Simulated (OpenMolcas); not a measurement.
**Mn4+, Tc4+, Re4+: d3 down the group**

* Program: OpenMolcas
* Method: XMS-CASPT2, IPEA 0.25 Eh, imaginary shift 0.1 Eh
* Basis: ANO-RCC-VTZP
* Scalar Hamiltonian: DKH2, point nucleus
* Spin-orbit coupling: RASSI with atomic mean-field integrals over the reference wave functions, term energies averaged over their components

Active space for each ion: 3 electrons in 10 orbitals (d d); closed shells correlated by CASPT2: Mn4+ 3s 3p; Tc4+ 4s 4p; Re4+ 5s 5p.

Computed levels in cm-1 above 4F 3/2:

```tsv
Level	Mn4+	Tc4+	Re4+
4F 5/2	375	1060	4870
4F 7/2	885	2380	9090
4F 9/2	1514	3860	12260
4P 1/2	17090	12210	14780
4P 5/2	17710	13910	21660
2G 7/2	18920	14560	19880
2G 9/2	19460	15440	31540
2P 1/2	24210	17870	24360
2H 9/2	26000	19890	20820
weight of 4F in the lowest level (%)	100	99	86
```

Mixed levels, with the weight of the term that names them: Re4+ 4F 9/2 (68 %), Re4+ 4P 1/2 (66 %), Re4+ 2G 9/2 (55 %), Re4+ 2P 1/2 (66 %), Re4+ 2H 9/2 (56 %).

Measured, with the error of the calculation in %. Measured levels: Mn4+ from Corliss and Sugar, J. Phys. Chem. Ref. Data 6, 1253 (1977); Re4+ from the list in Brasseur, Gamrath and Quinet, At. Data Nucl. Data Tables 157, 101636 (2024).

```tsv
Level	Mn4+	Re4+
4F 5/2	359 (+4.5)	4853 (+0.4)
4F 7/2	835 (+5.9)	8973 (+1.3)
4F 9/2	1412 (+7.2)	11914 (+2.9)
4P 1/2	16434 (+4.0)	14325 (+3.1)
4P 5/2	17049 (+3.9)	20922 (+3.5)
2G 7/2	17892 (+5.8)	19013 (+4.5)
2G 9/2	18399 (+5.8)	30366 (+3.9)
2P 1/2	23082 (+4.9)	23669 (+2.9)
2H 9/2	24975 (+4.1)	19967 (+4.3)
```

The fine-structure level 4F 9/2 changes by a factor of 8.1 from Mn4+ to Re4+.

Without spin-orbit coupling 4P lies 16610, 11020, 10870 cm-1 above 4F in that order; the difference to the level 4P 1/2, of either sign, comes from spin-orbit coupling, which also lowers the zero.

Term energies are means over components that CASPT2 splits; among the terms shown or strongly mixed into the levels shown the widest spread is 1000 cm-1 (4d3 4F, Tc4+). Active for correlation alone: 4d; no level in the range computed is led by a configuration that fills it, so any true level of that kind is missing (holds for Mn4+). Active for correlation alone: 5d; no level in the range computed is led by a configuration that fills it, so any true level of that kind is missing (holds for Tc4+). Active for correlation alone: 6d; no level in the range computed is led by a configuration that fills it, so any true level of that kind is missing (holds for Re4+). Measured partners are found by configuration, term and J. A level has none where our copy of the source lacks it or the pairing is in doubt (some pairs that miss far off the trend of their configuration count as doubtful), and it then counts in no deviation. Levels of configurations outside the active space are missing.
